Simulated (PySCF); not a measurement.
One of the candidates below gave these computed data.

All candidates are C5H10F2O.

| technique | computed result |
| --- | --- |
| UV, first state | lowest singlet excitation: 8.54 eV (145 nm, f = 0.026) [TDDFT CAM-B3LYP/def2-SVPD] |
| NMR, other nuclei | isotropic shieldings of nuclei other than C and H, by class: 225 (1 O), 262 (2 F) ppm [GIAO PBE0/pcSseg-1] |
| Rotational structure | rotational constants A, B, C: 3.910, 1.033, 0.899 GHz [GFN2-xTB] |
| Polarisability | 68.2 au [CAM-B3LYP/def2-SVPD] |
| Triplet | lowest triplet excitation (Tamm–Dancoff): 8.34 eV [TDA CAM-B3LYP/def2-SVPD] |
| 13C NMR | chemical shifts (computed TMS as zero) by class: 127.7 (1 C), 74.5 (1 C), 37.9 (1 C), 23.8 (1 C), 16.5 (1 C) ppm [GIAO PBE0/pcSseg-1] |
| Dipole | 3.29 D [CAM-B3LYP/def2-SVPD] |

Electronic properties: PySCF, gas phase, density fitting. Levels stand in brackets. Geometry: GFN2-xTB, one conformer, isolated molecule. NMR classes are plain means over equivalent atoms (diastereotopic ones count apart unless rotation or inversion swaps them), as if these changed places fast.

Question: Which candidate is it?
A. `CC[C@H](OC)C(F)F`
B. `CCCCOC(F)F`
C. `COCC[C@H](F)CF`

Answer: B. It is `CCCCOC(F)F`. Numbering: `[CH3:1][CH2:2][CH2:3][CH2:4][O:5][CH:6]([F:7])[F:8]`. Its formula, C5H10F2O, gives 0 degrees of unsaturation, so no ring and no π bond. 5 carbons fall into 5 classes; from least to most shielded: CHF2 carbon [C6] (127.7 ppm), sp3 carbon bound to oxygen [C4] (74.5 ppm), chain CH2 carbon [C3] (37.9 ppm), chain CH2 carbon [C2] (23.8 ppm), methyl carbon [C1] (16.5 ppm). The other shieldings belong to: 225 ppm, ether oxygen [O5]; 262 ppm, fluorine of a CF2 group [F7/F8]. The optimised geometry has point group C1 and is an asymmetric top.

The others, at the same levels:
- `CC[C@H](OC)C(F)F` fails: its computed lowest singlet excitation is 7.71 eV (161 nm, f = 0.008) (against 8.54 eV), lowest triplet excitation (Tamm–Dancoff) is 7.51 eV (against 8.34 eV) and rotational constant A is 2.306 GHz (against 3.910 GHz).
- `COCC[C@H](F)CF` fails: its computed 13C shifts are 92.9 (1 C), 90.7 (1 C), 71.6 (1 C), 61.5 (1 C), 35.2 (1 C) ppm, rotational constant A is 4.424 GHz (against 3.910 GHz) and smallest rotational constant is 0.846 GHz (against 0.899 GHz).

Each candidate is one conformer, not necessarily the lowest. The conformers computed, where there is a choice (atom-mapped SMILES and torsion angles):
- `[CH3:1][CH2:2][CH2:3][CH2:4][O:5][CH:6]([F:7])[F:8]`: C1–C2–C3–C4 180°, C2–C3–C4–O5 60°, C3–C4–O5–C6 72°, C4–O5–C6–F7 -91°
- `[CH3:1][CH2:2][C@H:3]([O:4][CH3:5])[CH:6]([F:7])[F:8]`: C1–C2–C3–O4 -65°, C2–C3–O4–C5 162°, C2–C3–C6–F7 -46°
- `[CH3:1][O:2][CH2:3][CH2:4][C@H:5]([F:6])[CH2:7][F:8]`: C1–O2–C3–C4 177°, O2–C3–C4–C5 -66°, C3–C4–C5–F6 -68°, C4–C5–C7–F8 41°
